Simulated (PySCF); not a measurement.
## Relaxation of doublet HReN

All numbers come from UPBE0/[Re def2-TZVP with ECP60, N def2-TZVP, H def2-TZVP], scalar-relativistic core potentials, density fitting, no spin–orbit coupling, PySCF. A (50,194) grid was used.

A hand-made bent start, of Cs symmetry, held to at least that symmetry:

Coordinates in bohr (charge 0 multiplicity 2):
```
Re    0.1795    0.0000   -0.1433
N    -2.5914    0.0000    1.7968
H     2.7027    0.0000    1.6234
```

Optimiser trace:
| step | E − E(last) (kJ/mol) | largest gradient (Eh/bohr) |
| --- | --- | --- |
| 0 | 80.22 | 0.11824 |
| 1 | 9.42 | 0.03385 |
| 2 | 2.15 | 0.01592 |
| 3 | 0.37 | 0.00678 |
| 4 | 0.07 | 0.00323 |
| 5 | 0.00 | 0.00065 |
| 6 | 0.00 | 0.00007 |

It ends at Cs with Re–H 1.642 Å, Re–N 1.621 Å; H–Re–N 95.7°. A frequency run shows a minimum.

Final geometry:
Z-matrix (Å, degrees; charge 0 multiplicity 2):
```
Re
N  1 1.6208
H  1 1.6422 2 95.67
```

Open d and f shells are described by one determinant, and the ground state may have another occupation or spin. Spin–orbit coupling, left out here, can matter for elements this heavy.

The relaxation took about 50 core-seconds on a shared host.
